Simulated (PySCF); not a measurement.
Geometries of 2 isomers of C4H11B, from PBE0-D3(BJ)/def2-SVP geometry optimisation, gas phase in PySCF. One conformer each, no zero-point energy, no frequencies.

Question: Which isomer lies lower at this level?
A.
```xyz
16
angstrom
C      2.370   -0.332   -0.087
B      1.508    0.541    0.882
C     -0.057    0.551    0.952
C     -0.855   -0.368    0.035
C     -2.361   -0.257    0.218
H      3.269   -0.736    0.404
H      1.837   -1.140   -0.609
H      2.758    0.362   -0.859
H      2.093    1.308    1.624
H     -0.317    0.364    2.015
H     -0.372    1.607    0.819
H     -0.596   -0.151   -1.016
H     -0.542   -1.414    0.201
H     -2.908   -0.932   -0.459
H     -2.656   -0.509    1.249
H     -2.712    0.769    0.021
```
B.
```xyz
16
angstrom
B     -1.186    1.293    0.661
C     -0.286    0.175    0.040
C     -1.376   -0.516   -0.817
C      0.824    0.696   -0.872
C      0.269   -0.821    1.058
H     -1.814    1.081    1.676
H     -1.354    2.343    0.078
H     -0.923   -1.365   -1.359
H     -2.198   -0.922   -0.206
H     -1.808    0.160   -1.574
H      1.598    1.228   -0.296
H      0.433    1.397   -1.626
H      1.322   -0.132   -1.405
H      0.764   -1.670    0.554
H     -0.528   -1.228    1.700
H      1.015   -0.348    1.715
```

Answer: A. That is `CBCCC`, 14.6 kcal/mol below the other.

```csv
SMILES,atoms numbered as above,E (Eh),relative (kcal/mol),relative (kJ/mol),dipole (D)
CBCCC,[CH3:1][BH:2][CH2:3][CH2:4][CH3:5],-183.53521,0.0,0.0,0.41
BC(C)(C)C,[BH2:1][C:2]([CH3:3])([CH3:4])[CH3:5],-183.51189,14.6,61.2,0.69
```
